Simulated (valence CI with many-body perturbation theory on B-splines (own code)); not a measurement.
## E1 transitions of Nb¹⁰⁺

Method: configuration interaction combined with many-body perturbation theory (CI+MBPT): three valence electrons over a frozen Dirac-Fock core [Ar] 3d10, a basis of 11 s, 11 p, 9 d, 7 f, 5 g, 2 h, 1 i functions for each j, with the one-electron correlation potential Σ1 (screened to all orders), the two-electron term Σ2, the three-electron term Σ3, Breit, model QED; selected single and double excitations, second order for the rest, scaled by the run's own slope (own B-spline code, finite nucleus).

No measured spectrum was set against this ion. As an estimate, levels hold to about 250 cm⁻¹ or 0.2 % of their energy and the worst to 1 %, as in measured heavy ions of charge 2 to 7; those with d or f electrons hold less well.

Lines 51 to 100 of 266 in falling wavelength, among levels below 108.16 eV, chosen from the strongest by gf and those to the six lowest levels. Wavelengths and rates use the calculated energies, so an error of 900 cm⁻¹ moves a line at 418.5 Å by 0.38 % and its rate by three times that or more. Electric multipoles are in the length gauge, E1 and E2 with the static RPA response of the core. Weak lines are less certain than strong ones. Lines between different terms over intervals too small for the method are left out, as are lines whose strength nearly cancels. Where a level lies close to another of its J and parity, the split of strength between their lines is uncertain. The highest levels of a list are the least certain.

Names give the largest LS component (configuration and term), which can be under half, so a name can repeat, a term be missing and a line seem to break the LS rules; names also repeat where a configuration has a term twice. Letters in brackets count levels of one name in rising energy.

| λ vac (Å) | Upper | Lower | A (s⁻¹) | S (a.u.) |
| --- | --- | --- | --- | --- |
| 418.5 | 4p3 2P°_3/2 | 4s 4p2 2S_1/2 | 1.86e+09 | 2.70e-01 |
| 418.4 | 4p2 4d 4F_5/2 | 4s 4p 4d 4F°_7/2 | 1.39e+09 | 3.01e-01 |
| 417.6 | 4p2 4d 4F_3/2 | 4s 4p 4d 4F°_5/2 | 3.94e+09 | 5.66e-01 |
| 415.1 | 4s 4p2 2D_3/2 | 4s2 4p 2P°_1/2 | 4.42e+09 | 6.24e-01 |
| 414.5 | 4p2 4d 4F_9/2 | 4s 4p 4d 4F°_9/2 | 6.15e+09 | 2.16e+00 |
| 409.0 | 4p2 4d 4F_3/2 | 4s 4p 4d 4F°_3/2 | 4.74e+09 | 6.40e-01 |
| 408.5 | 4p2 4d 2F_7/2 [a] | 4s 4p 4d 4F°_7/2 | 2.32e+09 | 6.24e-01 |
| 405.3 | 4p2 4d 4F_5/2 | 4s 4p 4d 4F°_5/2 | 3.13e+09 | 6.16e-01 |
| 405.1 | 4s 4p 4d 2F°_7/2 [b] | 4s2 4d 2D_5/2 | 4.82e+09 | 1.27e+00 |
| 405.0 | 4p2 4d 4F_7/2 | 4s 4p 4d 4F°_7/2 | 2.44e+09 | 6.40e-01 |
| 404.0 | 4p2 4d 4P_5/2 | 4s 4p 4d 4D°_7/2 | 5.71e+09 | 1.12e+00 |
| 397.9 | 4s 4p2 2S_1/2 | 4s2 4p 2P°_3/2 | 2.91e+07 | 1.81e-03 |
| 397.6 | 4p2 4d 4P_3/2 [a] | 4s 4p 4d 4D°_5/2 | 5.27e+09 | 6.55e-01 |
| 397.2 | 4p2 4d 4F_5/2 | 4s 4p 4d 4F°_3/2 | 1.29e+09 | 2.39e-01 |
| 397.2 | 4p3 4S°_3/2 [a] | 4s 4p2 4P_5/2 | 8.80e+09 | 1.09e+00 |
| 396.1 | 4s 4p 4d 2F°_5/2 [b] | 4s2 4d 2D_3/2 | 5.51e+09 | 1.01e+00 |
| 396.0 | 4p2 4d 2F_7/2 [a] | 4s 4p 4d 4F°_5/2 | 1.01e+09 | 2.48e-01 |
| 395.3 | 4p2 4d 4F_9/2 | 4s 4p 4d 4F°_7/2 | 1.41e+09 | 4.31e-01 |
| 395.0 | 4p2 4d 2D_3/2 | 4s 4p 4d 2F°_5/2 [a] | 6.56e+09 | 7.98e-01 |
| 394.5 | 4p2 4d 4D_7/2 | 4s 4p 4d 4P°_5/2 | 1.15e+09 | 2.79e-01 |
| 388.3 | 4p2 4d 2D_5/2 | 4s 4p 4d 4D°_7/2 | 4.02e+09 | 6.97e-01 |
| 387.7 | 4p2 4d 2P_3/2 [a] | 4s 4p 4d 4F°_5/2 | 2.59e+09 | 2.98e-01 |
| 387.5 | 4p2 4d 4P_1/2 | 4s 4p 4d 4D°_3/2 [b] | 9.51e+09 | 5.46e-01 |
| 387.2 | 4p2 4d 4P_3/2 [b] | 4s 4p 4d 2D°_5/2 [a] | 2.10e+09 | 2.41e-01 |
| 387.2 | 4p2 4d 2D_5/2 | 4s 4p 4d 4D°_5/2 | 1.64e+09 | 2.83e-01 |
| 386.5 | 4p2 4d 4P_1/2 | 4s 4p 4d 4P°_1/2 | 4.15e+09 | 2.37e-01 |
| 385.1 | 4p2 4d 4D_5/2 | 4s 4p 4d 4F°_7/2 | 4.89e+09 | 8.28e-01 |
| 383.4 | 4p2 4d 4D_7/2 | 4s 4p 4d 4F°_9/2 | 4.40e+09 | 9.79e-01 |
| 380.6 | 4p2 4d 4P_3/2 [b] | 4s 4p 4d 4D°_3/2 [b] | 2.81e+09 | 3.06e-01 |
| 380.6 | 4p2 4d 4P_3/2 [b] | 4s 4p 4d 4D°_5/2 | 3.49e+09 | 3.79e-01 |
| 380.5 | 4p3 4S°_3/2 [a] | 4s 4p2 4P_3/2 | 4.67e+09 | 5.08e-01 |
| 380.5 | 4p3 4S°_3/2 [b] | 4s 4p2 4P_5/2 | 5.99e+09 | 6.51e-01 |
| 380.3 | 4p3 2P°_1/2 | 4s 4p2 2D_3/2 | 1.26e+10 | 6.82e-01 |
| 380.3 | 4p2 4d 2P_3/2 [a] | 4s 4p 4d 4F°_3/2 | 3.92e+09 | 4.25e-01 |
| 379.7 | 4p2 4d 4P_5/2 | 4s 4p 4d 4D°_3/2 [a] | 1.77e+09 | 2.87e-01 |
| 378.7 | 4p2 4d 4D_1/2 | 4s 4p 4d 4F°_3/2 | 1.01e+10 | 5.42e-01 |
| 377.5 | 4p3 2D°_5/2 | 4s 4p2 4P_5/2 | 6.34e+08 | 1.01e-01 |
| 377.3 | 4p2 4d 2G_9/2 | 4s 4p 4d 4F°_9/2 | 2.73e+09 | 7.22e-01 |
| 375.1 | 4p2 4d 2D_3/2 | 4s 4p 4d 2D°_5/2 [a] | 2.68e+09 | 2.79e-01 |
| 375.1 | 4p2 4d 4P_3/2 [a] | 4s 4p 4d 4D°_3/2 [a] | 3.29e+09 | 3.43e-01 |
| 374.8 | 4p2 4d 4P_5/2 | 4s 4p 4d 4P°_5/2 | 5.42e+09 | 8.45e-01 |
| 374.6 | 4p2 4d 2G_7/2 | 4s 4p 4d 4F°_7/2 | 1.75e+09 | 3.62e-01 |
| 374.0 | 4p2 4d 4D_5/2 | 4s 4p 4d 4F°_5/2 | 4.42e+09 | 6.85e-01 |
| 373.0 | 4p3 2P°_3/2 | 4s 4p2 2D_5/2 | 8.06e+09 | 8.26e-01 |
| 372.1 | 4p2 4d 2P_3/2 [b] | 4s 4p 4d 4F°_5/2 | 3.27e+09 | 3.33e-01 |
| 368.9 | 4p2 4d 4P_1/2 | 4s 4p 4d 4D°_1/2 | 5.25e+09 | 2.60e-01 |
| 366.8 | 4p2 4d 4D_7/2 | 4s 4p 4d 4F°_7/2 | 1.38e+09 | 2.70e-01 |
| 366.0 | 4p3 2P°_3/2 | 4s 4p2 2D_3/2 | 1.90e+09 | 1.83e-01 |
| 365.2 | 4p3 4S°_3/2 [b] | 4s 4p2 4P_3/2 | 6.91e+09 | 6.65e-01 |
| 364.9 | 4p3 4S°_3/2 [a] | 4s 4p2 4P_1/2 | 3.87e+09 | 3.71e-01 |
